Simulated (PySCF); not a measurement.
C3H4F2O, SMILES CO/C(F)=C/F. Atoms are numbered in the order given.

```xyz
10

C     -2.1740     0.5524    -0.0715
O     -0.9127     0.8179     0.5211
C      0.0712    -0.0033     0.1739
F     -0.1537    -1.2895     0.4262
C      1.2220     0.4196    -0.3508
F      2.2320    -0.4126    -0.5866
H     -2.8673     1.3109     0.3107
H     -2.1117     0.6308    -1.1701
H     -2.5402    -0.4484     0.2033
H      1.4011     1.4704    -0.5787
```

Coordinates come from a PBE0-D3(BJ)/def2-SVP optimisation. One conformer was computed; it need not be the lowest.

These are ωB97X/def2-TZVP (PySCF) values and carry that method's errors.

ESP charges are fitted to the potential on shells at 1.4 to 2.0 van der Waals radii. Atomic charges (e):

```json
[
 {"atom": "C1", "Löwdin": "…", "ESP fit": "-0.23"},
 {"atom": "O2", "Löwdin": "…", "ESP fit": "-0.26"},
 {"atom": "C3", "Löwdin": "-0.48", "ESP fit": "0.32"},
 {"atom": "F4", "Löwdin": "0.21", "ESP fit": "-0.13"},
 {"atom": "C5", "Löwdin": "-0.31", "ESP fit": "-0.19"},
 {"atom": "F6", "Löwdin": "…", "ESP fit": "-0.11"},
 {"atom": "H7", "Löwdin": "0.12", "ESP fit": "0.16"},
 {"atom": "H8", "Löwdin": "0.11", "ESP fit": "0.11"},
 {"atom": "H9", "Löwdin": "0.11", "ESP fit": "0.14"},
 {"atom": "H10", "Löwdin": "…", "ESP fit": "0.19"}
]
```

**Question.** Fill in the missing entries. (An estimate is asked for; the answer gives what the named calculation found.)

**Answer.** 
- C1, Löwdin: -0.32
- O2, Löwdin: 0.24
- F6, Löwdin: 0.18
- H10, Löwdin: 0.14

Computed Mayer and Wiberg (Löwdin basis) orders of the bonds:
| bond | Mayer | Wiberg |
|---|---|---|
| C1–O2 | 0.90 | 1.42 |
| O2–C3 | 1.13 | 1.66 |
| C3–F4 | 1.06 | 1.75 |
| C3–C5 | 1.81 | 1.98 |
| C5–F6 | 1.05 | 1.77 |
| C1–H7 | 0.97 | 0.94 |
| C1–H8 | 0.97 | 0.93 |
| C1–H9 | 0.98 | 0.94 |
| C5–H10 | 0.97 | 0.87 |
